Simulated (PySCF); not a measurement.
From a computed spectrum to the compound

A species of 9 atoms with charge 0 has these harmonic modes (PBE0, small Gaussian bases with core potentials, PySCF 2.14.0):

| cm⁻¹ | km/mol | symmetry |
| --- | --- | --- |
| 42 | 2.9 | b2 |
| 44 | 0.0 | a2 |
| 70 | 4.4 | a1 |
| 340 | 11.0 | b1 |
| 358 | 3.8 | a1 |
| 382 | 0.0 | a2 |
| 388 | 105.4 | b1 |
| 410 | 167.3 | b2 |
| 446 | 63.9 | a1 |
| 1079 | 10.1 | b1 |
| 1086 | 8.2 | a1 |
| 1412 | 0.0 | a2 |
| 1414 | 0.4 | b1 |
| 1417 | 0.0 | a1 |
| 1417 | 0.4 | b2 |
| 2995 | 71.7 | b1 |
| 2998 | 29.2 | a1 |
| 3089 | 0.0 | a2 |
| 3090 | 51.9 | b2 |
| 3095 | 24.7 | b1 |
| 3096 | 35.8 | a1 |

Problem. Which species is it, and in which structure?

Solution. Yb(CH3)2 (singlet in the valence; each metal's 4f electrons, 14 of them, lie in its core potential, out of spins and levels):
```xyz
9

Yb    0.0000    0.0000   -0.2019
C     2.1213    0.0000    1.1174
H     3.0702    0.0000    0.5476
H     2.1591    0.8834    1.7847
H     2.1591   -0.8834    1.7847
C    -2.1213    0.0000    1.1174
H    -3.0702    0.0000    0.5476
H    -2.1591   -0.8834    1.7847
H    -2.1591    0.8834    1.7847
```
Ideal gas at 298.15 K and 1 bar: S = 363.8 J/(mol K), Cp = 99.8 J/(mol K), H − H(0 K) = 21.8 kJ/mol (rigid rotor, harmonic modes, spin degeneracy alone, that of the 4f electrons in the core included; the modes under 60 cm⁻¹ make these uncertain). An lcecp potential fixes the number of 4f electrons, so in runs with it no electron can move into or out of that shell.
 This is one of several that fit.
